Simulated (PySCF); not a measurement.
An element was calculated at PBE (PySCF 2.14, spin-free X2C, a triple-zeta basis, no spin-orbit coupling), in the ground configurations that NIST lists.

| Item | Value |
| --- | --- |
| electron affinity | 1.226 eV |
| first ionisation energy | 6.397 eV |
| second ionisation energy | 15.337 eV |
| third ionisation energy | 29.802 eV |
| polarisability of the atom | 90.8 bohr³ |

Task: Which element is it?

Result: Vanadium (V, Z = 23), in aug-cc-pVTZ-DK. NIST lists 6.746, 14.634 ± 0.007, 29.311 eV for these ionisation energies.
